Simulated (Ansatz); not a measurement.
Start from `C[O][Zr]([OH])([NH]C(C)(C)C)[O]C` and change one atom or group to get `C[O][Zr]([OH])([SeH])[O]C`.

Ansatz, PBE0-D4/def2-TZVP geometries, multiplicity 1. Each molecule was computed in one conformer, which needn't be the lowest.

Elements past krypton have def2 core potentials. Scalar relativity is left out up to krypton.

```
                                        property  `C[O][Zr]([OH])([NH]C(C)(C)C)[O]C`
size of the dipole moment (B3LYP/def2-TZVPP) / D                                0.16
           HOMO energy (ωB97M-V/def2-TZVPP) / eV                               -8.61
             HOMO energy (B3LYP/def2-TZVPP) / eV                               -6.08
            HOMO–LUMO gap (PBE0/def2-TZVPP) / eV                                6.37
              HOMO energy (PBE0/def2-TZVPP) / eV                               -6.30
         HOMO–LUMO gap (ωB97M-V/def2-TZVPP) / eV                                9.59
```

Problem. What does the change do to each property? (Best estimate.)

Solution. The calculation gave: 
| property | `C[O][Zr]([OH])([SeH])[O]C` | shift |
| --- | --- | --- |
| size of the dipole moment (B3LYP/def2-TZVPP) / D | 3.71 | 3.55 |
| HOMO energy (ωB97M-V/def2-TZVPP) / eV | -8.57 | 0.04 |
| HOMO energy (B3LYP/def2-TZVPP) / eV | -6.21 | -0.13 |
| HOMO–LUMO gap (PBE0/def2-TZVPP) / eV | 6.02 | -0.35 |
| HOMO energy (PBE0/def2-TZVPP) / eV | -6.45 | -0.15 |
| HOMO–LUMO gap (ωB97M-V/def2-TZVPP) / eV | 9.26 | -0.33 |

With PBE0 the HOMO falls by 0.15 eV and the LUMO falls by 0.50 eV, so the gap narrows by about 0.35 eV. PBE moves the HOMO by -0.32 eV and ωB97M-V by 0.04 eV. Dipoles are sizes alone; their direction can turn.

B3LYP here is the variant with VWN-RPA as its local correlation; programs differ in this.

Spin–orbit coupling is left out; it splits and shifts lone-pair levels of the heavy atoms by tenths of an eV.
